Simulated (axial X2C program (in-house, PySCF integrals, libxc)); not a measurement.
Working with the constants of BeHg

A bond curve at the PBE0 level, with spin–orbit coupling, was computed with an in-house all-electron X2C program for linear molecules (integrals from PySCF) (basis Hg dyall-v3z [13s14p9d6f2g], Be dyall-v3z [8s8p3d1f] (cores contracted in-house)) for the state Ω = 0 (closed shell). Its fit gives Re = 2.8467 Å, ωe = 129.0 cm⁻¹, ωexe = 4.92 cm⁻¹ and αe = 9.374e-03 cm⁻¹; the masses are 201.9706 and 9.0122 u. Two-component means X2C with spin–orbit coupling and atomic mean-field Coulomb and Gaunt terms.

Find the reduced mass, Be and the force constant.

From the PBE0 values: μ = 8.6272 u. Be = 16.8576/(μ Re²) = 0.2411 cm⁻¹. k = 5.8918×10⁻⁷ μ ωe² = 0.0846 mdyn/Å.

Estimate the centrifugal constant by the Kratzer relation.

D = 4Be³/ωe² = 3.37e-06 cm⁻¹.

A Morse curve ties αe to the other constants (Pekeris). How well does that hold?

αe(Morse) = 6Be²/ωe × (√(ωexe/Be) − 1) = 9.511e-03 cm⁻¹; the PBE0 curve gives 9.374e-03 cm⁻¹, a ratio of 1.01.

Where do the fundamental and the first overtone lie?

ν(1←0) = ωe − 2ωexe = 119.2 cm⁻¹; ν(2←0) = 2ωe − 6ωexe = 228.5 cm⁻¹.

Give B0, the J = 1←0 line in GHz and the most populated J at 300 K (kT = 208.5 cm⁻¹).

B0 = Be − αe/2 = 0.2364 cm⁻¹; 2B0 = 14.18 GHz; J(max) ≈ √(kT/2B0) − 1/2 = 20.5, so J = 20.

The state is one determinant whose occupation by symmetry is held fixed; it was picked as the lowest of a PBE0 search that is not exhaustive.
